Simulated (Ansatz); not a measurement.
Frontier orbitals of C$_{2}$H$_{6}$GaNO, SMILES `CO/C=[N]/[GaH2]`.

Cartesian coordinates in Å:
```
C 0.1927 0.0301 1.9298
O -0.0838 -1.1787 1.2413
C -0.1953 -1.0744 -0.0946
N -0.0762 -0.0219 -0.7462
Ga -0.0820 0.8386 -2.3386
H 0.2495 -0.2318 2.9845
H 1.1386 0.4603 1.5932
H -0.6003 0.7621 1.7617
H -0.4070 -2.0718 -0.4951
H 1.2967 1.0066 -3.0509
H -1.4329 1.4809 -2.7852
```

The species carries charge 0 and has multiplicity 1. Correlated methods include outer-core shells of Ga, which these sets cover unevenly. Scalar relativity is left out up to krypton. All single points use the PBE0-D4/def2-TZVP geometry. It is one conformer, not always the lowest. Basis def2-TZVPP, Ansatz.

Orbital energies of one run (eV). Highest occupied ones, from the top: -8.53, -8.96, -10.31, -11.22, -11.90, -12.20, -13.34, -14.86, -15.62, -16.15, -17.82, -21.85, -24.40, -24.47. Empty: -0.24, 1.63, 1.96, 2.36, 2.94, 3.44.

**Question.** Which functional gave them?
A. ωB97X-V
B. HSE06 (plane-wave form)
C. LDA (SPW92)
D. CAM-B3LYP

**Answer.** D. HOMO energies: CAM-B3LYP -8.53, LDA (SPW92) -6.10, HSE06 -6.74, ωB97X-V -9.52 eV.
